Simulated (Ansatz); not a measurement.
Geometry optimisation, RKS PBE-D4/def2-SVP in Ansatz 0.2.0.

input.yaml

```yaml
crystal:
  periodic: [false, false, false]
  atoms:
    - { symbol: Al, position_ang: [0.138731, -0.574363, -0.551805] }
    - { symbol: "N", position_ang: [0.083929, -0.100299, 2.515511] }
    - { symbol: H, position_ang: [-0.744525, -0.005016, 3.115982] }
    - { symbol: H, position_ang: [0.903039, 0.11246, 3.097428] }
    - { symbol: "N", position_ang: [1.704665, 0.056865, -1.121144] }
    - { symbol: H, position_ang: [2.613005, -0.373492, -0.935684] }
    - { symbol: H, position_ang: [1.833835, 0.986734, -1.524036] }
    - { symbol: H, position_ang: [-1.231894, 0.096711, -1.009841] }
    - { symbol: O, position_ang: [0.203087, -2.129095, 0.284267] }
    - { symbol: H, position_ang: [-0.581211, -2.706874, 0.253966] }
    - { symbol: H, position_ang: [0.155739, -1.106832, 2.244658] }
basis:
  gaussian: { orbitals: def2-SVP }
hamiltonian:
  xc: pbe
  dispersion: d4
relax:
  f_tol: 0.03
  max_steps: 50
```

Run as:

```bash
$ ansatz run input.yaml --threads 2 --pin off --max-ram 3072MiB --backend cpu --events-out ev --progress --plain --runs-dir out
```

**Question.** Where does it end, and by what steps?

**Answer.** The forces met the threshold. After 15 steps the energy has fallen by 0.806 eV; H4 moved furthest, 0.86 Å. Joined: Al1–N2 (3.10 → 2.06 Å).

```
step  energy less start (eV)  largest force component (eV/Å)  accepted
   0                  0.0000                           0.664       yes
   1                 -0.1503                           0.457       yes
   2                 -0.3549                           0.507       yes
   3                 -0.5393                           0.595       yes
   4                 -0.6371                           1.291       yes
   5                 -0.5559                           1.502        no
   6                 -0.6453                           2.015       yes
   7                 -0.7336                           0.387       yes
   8                 -0.7594                           0.323       yes
   9                 -0.7783                           0.467       yes
  10                 -0.7951                           0.371       yes
  11                 -0.8000                           0.129       yes
  12                 -0.7998                           0.268        no
  13                 -0.8052                           0.118       yes
  14                 -0.8054                           0.099       yes
  15                 -0.8061                           0.020       yes
```

```xyz
11
Properties=species:S:1:pos:R:3
Al 0.044 -0.568 0.037
N 0.177 -0.209 2.061
H -0.589 0.352 2.457
H 1.068 0.265 2.265
N 1.615 0.111 -0.585
H 2.473 -0.441 -0.662
H 1.629 0.829 -1.315
H -1.267 0.266 -0.402
O -0.068 -2.296 0.368
H -0.180 -2.917 -0.368
H 0.177 -1.136 2.512
```

The run took 27 s on 2 threads of Arm Neoverse V1, on a shared host, peak memory 0.13 GiB.
